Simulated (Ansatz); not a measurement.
```yaml
crystal:
  periodic: [false, false, false]
  atoms:
    - {symbol: C, position_ang: [-1.209115, 1.668451, 0.024365]}
    - {symbol: C, position_ang: [-0.122453, 1.025183, 0.434322]}
    - {symbol: C, position_ang: [-0.043098, -0.427954, 0.728822]}
    - {symbol: Ge, position_ang: [0.939268, -1.388112, -0.686004]}
    - {symbol: H, position_ang: [-2.158037, 1.155880, -0.101659]}
    - {symbol: H, position_ang: [-1.188172, 2.728501, -0.197747]}
    - {symbol: H, position_ang: [0.805528, 1.584430, 0.542461]}
    - {symbol: H, position_ang: [-1.037443, -0.873777, 0.807004]}
    - {symbol: H, position_ang: [0.486652, -0.614739, 1.667216]}
    - {symbol: H, position_ang: [2.319386, -0.737971, -0.890105]}
    - {symbol: H, position_ang: [0.148446, -1.310586, -2.002098]}
    - {symbol: H, position_ang: [1.135940, -2.864308, -0.292675]}
basis:
  gaussian: {orbitals: def2-mTZVP, point_charges: [{charge: 1.00, position_ang: [6.785, 0.923, -0.328]}]}
total_charge: -1
magnetization: {spin_polarized: true, initial_magnetization: 2}
hamiltonian: {xc: {name: B3LYP}, dispersion: d3bjatm, pseudopotentials: {relativity: none}}
accuracy: high
output: {forces: true}
```

```sh
$ ansatz run in.yaml --threads 4 --pin off --events-out ev --progress --plain --max-ram 10444MiB
```

It prints (some lines left out):

```
Error: a molecule whose nuclei and cores have a total charge of 58 cannot have a net charge of -1 together with 2 unpaired electrons
```

In this input the number of unpaired electrons doesn't fit the electron count. The input was rejected before any iteration.
